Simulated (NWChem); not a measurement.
System: BeSiH4O; SMILES [BeH][O][SiH3]

Here is an NWChem input.

```
start job
memory heap 200 mb stack 900 mb global 1100 mb
geometry units angstroms noautoz
  Be    -0.038030    -2.133734     0.009149
  H     -0.049761    -3.462201     0.014106
  O     -0.026798    -0.726055     0.003105
  Si    -0.012947     0.919300    -0.001777
  H     -0.644670     1.435676    -1.245465
  H      1.385504     1.421391     0.067099
  H     -0.766480     1.443403     1.168713
end
basis spherical
  * library 6-311++g**
end
dft
  xc hfexch
  iterations 150
  mulliken
end
task dft energy
```

Excerpt of the output:

```
             Northwest Computational Chemistry Package (NWChem) 7.3.0
             --------------------------------------------------------

 C3  symmetry detected

                             Geometry "geometry" -> ""
                             -------------------------

 Output coordinates in angstroms (scale by  1.889725989 to convert to a.u.)

  No.       Tag          Charge          X              Y              Z
 ---- ---------------- ---------- -------------- -------------- --------------
    1 Be                   4.0000     0.00000000     0.00000000    -2.11265520
    2 H                    1.0000     0.00000000    -0.00000000    -3.44118299
    3 O                    8.0000    -0.00000000     0.00000000    -0.70491895
    4 Si                  14.0000     0.00000000     0.00000000     0.94050137
    5 H                    1.0000    -1.27725457    -0.56277490     1.45471206
    6 H                    1.0000     0.15124992     1.38752235     1.45471206
    7 H                    1.0000     1.12600465    -0.82474745     1.45471206

 Effective nuclear repulsion energy (a.u.)      85.0933355986

      Symmetry information
      --------------------

 Group name             C3
 Group number              5
 Group order               3
 No. of unique centers     5

  xc_inp: hfexch multiplicative factor not found.

                                 NWChem DFT Module
                                 -----------------

 Summary of "ao basis" -> "ao basis" (spherical)
 ------------------------------------------------------------------------------
       Tag                 Description            Shells   Functions and Types
 ---------------- ------------------------------  ------  ---------------------
 Be                        6-311++g**               10       22   5s4p1d
 H                         6-311++g**                5        7   4s1p
 O                         6-311++g**               10       22   5s4p1d
 Si                        6-311++g**               14       30   7s6p1d

      Symmetry analysis of basis
      --------------------------

        a          46
        e+         28
        e-         28

  Rotation of axis

            General Information
            -------------------
          SCF calculation type: DFT
          Wavefunction type:  closed shell.
          No. of atoms     :     7
          No. of electrons :    30
           Alpha electrons :    15
            Beta electrons :    15
          Charge           :     0
          Spin multiplicity:     1
          Use of symmetry is: on ; symmetry adaption is: on
          Maximum number of iterations: 150
          AO basis - number of functions:   102
                     number of shells:    54
          Convergence on energy requested:  1.00D-06
          Convergence on density requested:  1.00D-05
          Convergence on gradient requested:  5.00D-04

              XC Information
              --------------
                     Hartree-Fock (Exact) Exchange  1.000

      Superposition of Atomic Density Guess
      -------------------------------------

 Sum of atomic energies:        -380.18575384

      Non-variational initial energy
      ------------------------------

 Total energy =    -380.938974
 1-e energy   =    -693.095395
 2-e energy   =     227.063085
 HOMO         =      -0.404015
 LUMO         =      -0.011303

      Symmetry analysis of molecular orbitals - initial
      -------------------------------------------------

  Numbering of irreducible representations:

     1 a           2 e+          3 e-

  Orbital symmetries:

     1 a           2 a           3 a           4 a           5 a
     6 e+          7 e+          8 a           9 a          10 a
    11 e+         12 e+         13 a          14 e+         15 e+
    16 a          17 e+         18 e+         19 a          20 a
    21 a          22 e+         23 e+         24 e+         25 e+

     ---------------------------------------------
      Total Density - Mulliken Population Analysis
     ---------------------------------------------

    Atom       Charge   Shell Charges
 -----------   ------   -------------------------------------------------------
    1 Be   4     3.73   1.16  0.83  0.24  0.77  0.14  0.42  0.11 -0.00 -0.00  0.07
    2 H    1     1.08   0.21  0.53  0.34 -0.02  0.01
    3 O    8     8.63   1.08  0.91  1.07  1.03  2.41  0.76  1.72 -0.29 -0.06  0.00
    4 Si  14    13.23   0.79  1.18  0.97  1.02  0.78  0.50  1.95  3.94  0.53  1.13  0.23  0.01  0.04  0.16
    5 H    1     1.11   0.23  0.58  0.29  0.00  0.01
    6 H    1     1.11   0.23  0.58  0.29  0.00  0.01
    7 H    1     1.11   0.23  0.58  0.29  0.00  0.01

   convergence    iter        energy       DeltaE   RMS-Dens  Diis-err
 ---------------- ----- ----------------- --------- --------- ---------
 d= 0,ls=0.0,diis     1   -380.8016376354 -4.66D+02  5.89D-03  7.05D-01
 d= 0,ls=0.0,diis     2   -380.8596879833 -5.81D-02  2.14D-03  3.68D-01
 d= 0,ls=0.0,diis     3   -380.8918892592 -3.22D-02  9.91D-04  4.19D-03
 d= 0,ls=0.0,diis     4   -380.8929825436 -1.09D-03  1.72D-04  9.88D-05
 d= 0,ls=0.0,diis     5   -380.8930072792 -2.47D-05  3.87D-05  6.20D-06
  Resetting Diis
 d= 0,ls=0.0,diis     6   -380.8930087422 -1.46D-06  1.29D-05  6.29D-07
 d= 0,ls=0.0,diis     7   -380.8930088924 -1.50D-07  1.64D-06  2.30D-08

         Total DFT energy =     -380.893008892366
      One electron energy =     -695.806767523543
           Coulomb energy =      262.743304551957
    Exchange-Corr. energy =      -32.922881519393
 Nuclear repulsion energy =       85.093335598613

 Numeric. integr. density =        0.000000000000

                  Occupations of the irreducible representations
                  ----------------------------------------------

                     irrep           alpha         beta
                     --------     --------     --------
                     a                 9.0          9.0
                     e+                6.0          6.0
                     e-                0.0          0.0

                       DFT Final Molecular Orbital Analysis
                       ------------------------------------

 Vector   13  Occ=2.000000D+00  E=-4.665983D-01  Symmetry=a
              MO Center= -1.3D-15, -9.5D-16, -3.2D+00, r^2= 1.0D+00
   Bfn.  Coefficient  Atom+Function         Bfn.  Coefficient  Atom+Function
  ----- ------------  ---------------      ----- ------------  ---------------
     6      0.305272  1 Be s                 24      0.298764  2 H  s
    25      0.214142  2 H  s                 23      0.179749  2 H  s
     5     -0.135853  1 Be pz                 9     -0.135198  1 Be pz
     2     -0.108951  1 Be s                 10      0.098605  1 Be s
     1     -0.066962  1 Be s                 13     -0.050995  1 Be pz

 Vector   14  Occ=2.000000D+00  E=-4.572017D-01  Symmetry=e+
              MO Center=  3.7D-01, -1.5D-01,  8.4D-01, r^2= 2.7D+00
   Bfn.  Coefficient  Atom+Function         Bfn.  Coefficient  Atom+Function
  ----- ------------  ---------------      ----- ------------  ---------------
    97      0.275413  7 H  s                 98      0.222087  7 H  s
    40     -0.183486  3 O  px                41      0.172170  3 O  py
    90     -0.166809  6 H  s                 67      0.160928  4 Si px
    36     -0.158834  3 O  px                68     -0.151002  4 Si py
    37      0.149038  3 O  py                96      0.141594  7 H  s

 Vector   15  Occ=2.000000D+00  E=-4.572017D-01  Symmetry=e+
              MO Center= -3.7D-01,  1.5D-01,  8.4D-01, r^2= 2.7D+00
   Bfn.  Coefficient  Atom+Function         Bfn.  Coefficient  Atom+Function
  ----- ------------  ---------------      ----- ------------  ---------------
    83      0.255317  5 H  s                 90     -0.221713  6 H  s
    84      0.205882  5 H  s                 41      0.183486  3 O  py
    91     -0.178784  6 H  s                 40      0.172170  3 O  px
    68     -0.160928  4 Si py                37      0.158834  3 O  py
    67     -0.151002  4 Si px                36      0.149038  3 O  px

 Vector   16  Occ=0.000000D+00  E= 3.337235D-02  Symmetry=a
              MO Center= -3.2D-17,  3.7D-16, -2.6D+00, r^2= 2.1D+01
   Bfn.  Coefficient  Atom+Function         Bfn.  Coefficient  Atom+Function
  ----- ------------  ---------------      ----- ------------  ---------------
    14      2.882931  1 Be s                 26     -2.282340  2 H  s
    73     -1.628550  4 Si s                 17     -0.793223  1 Be pz
    85      0.614255  5 H  s                 92      0.614255  6 H  s
    99      0.614255  7 H  s                 10     -0.588289  1 Be s
    46     -0.521640  3 O  pz                57      0.509978  4 Si s

 Vector   17  Occ=0.000000D+00  E= 4.246102D-02  Symmetry=e+
              MO Center=  9.8D-02, -3.6D-02, -2.5D+00, r^2= 1.9D+01
   Bfn.  Coefficient  Atom+Function         Bfn.  Coefficient  Atom+Function
  ----- ------------  ---------------      ----- ------------  ---------------
    15      0.906942  1 Be px                16     -0.886963  1 Be py
    99      0.421740  7 H  s                 74     -0.313046  4 Si px
    75      0.306150  4 Si py                92     -0.263117  6 H  s
    11     -0.197310  1 Be px                12      0.192964  1 Be py
    85     -0.158623  5 H  s                  7      0.097134  1 Be px

[...]
```

Level: Hartree-Fock/6-311++G** (spherical d). All runs use the structure optimised with B3LYP/6-31G* (spherical d).
